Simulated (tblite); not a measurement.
C₆H₈F₃P.
Structure used (GFN2-xTB), in Å, numbered top down from 1:
```xyz
18
C6H8F3P angstrom
C      2.530    0.033   -0.938
C      1.413   -0.454   -0.429
C      0.624    0.232    0.629
P      0.179   -0.963    2.052
C     -1.381   -0.857    1.004
C     -0.880    0.415    0.316
C     -1.252    0.565   -1.148
F     -0.553    1.539   -1.751
F     -1.071   -0.546   -1.874
F     -2.552    0.889   -1.289
H      3.085   -0.493   -1.694
H      2.931    0.982   -0.622
H      1.030   -1.410   -0.764
H      1.125    1.153    0.933
H     -0.214    0.085    2.905
H     -1.431   -1.700    0.313
H     -2.330   -0.776    1.532
H     -1.260    1.313    0.813
```

Computed values, GFN2-xTB/tblite, gas phase, harmonic and unscaled. This tight-binding method is rough: wavenumbers can miss measured ones by several per cent, in bad cases by 10 to 20. Modes of hydrogen on phosphorus can be 10 to 20 % off. One conformer, not necessarily the lowest.

Harmonic wavenumbers (cm⁻¹): 48.9, 55.9, 88.5, 152.1, 201.6, 249.8, 269.7, 312.0, 347.0, 404.1, 462.2, 519.9, 556.5, 602.6, 667.6, 707.1, 723.7, 750.0, 800.4, 835.3, 898.3, 913.0, 942.2, 1007.4, 1018.0, 1039.8, 1041.7, 1056.9, 1089.2, 1131.7, 1168.4, 1171.5, 1196.1, 1236.5, 1255.5, 1298.1, 1305.0, 1412.0, 1442.7, 1703.0, 2218.5, 2951.4, 2961.6, 2988.3, 3007.7, 3058.9, 3102.5, 3137.6.

A = 1540, B = 971.4, C = 702.6 MHz; mass 168.032 u (most abundant isotopes); point group C1, symmetry number 1.

Task: Zero-point energy?

Result: Half the sum of the wavenumbers: 27754 cm⁻¹ = 332.01 kJ/mol.

Task: What is S at 400 K and 1 bar for an ideal gas of classical rigid rotors and harmonic oscillators?

Result: Translation 178.87, rotation 129.62, vibration 170.90: S = 479.4 J/(mol K).

Task: And Cp and H(400 K) − H(0)?

Result: Cp = 212.42 J/(mol K), of which vibrations give 179.16 (their classical limit is 48 R = 399.1); H(400 K) − H(0) = 49.07 kJ/mol without the zero-point energy, 35.77 from vibrations.

Task: Which modes carry the vibrational entropy at 400 K?

Result: 48.9 cm⁻¹: 22.77; 55.9 cm⁻¹: 21.67; 88.5 cm⁻¹: 17.87; 152.1 cm⁻¹: 13.43; 201.6 cm⁻¹: 11.17; 249.8 cm⁻¹: 9.48 J/(mol K); the other 42 give 74.52 together.

Task: How do the functions run with temperature in this model?

Result: 
```
T (K)  S (J/(mol K))  Cp (J/(mol K))  H − H(0) (kJ/mol)  G − H(0) (kJ/mol)  ln q(vib)
  100          299.3            77.6               5.48             -24.45       1.85
  200          366.4           121.7              15.41             -57.87       4.47
  300          424.7           169.0              29.94             -97.46       7.12
  500          530.7           247.7              72.14            -193.23      12.48
  800          663.6           315.5             157.74            -373.14      20.22
 1000          737.1           342.7             223.72            -513.38      24.98
```

q(vib) and H(0) count from the zero-point level.

Hindered rotation and anharmonicity are outside this model. Other conformers, if any are populated, would add a mixing term that is left out. The structure is chiral; the term R ln 2 for an equal mix with its mirror image is left out.
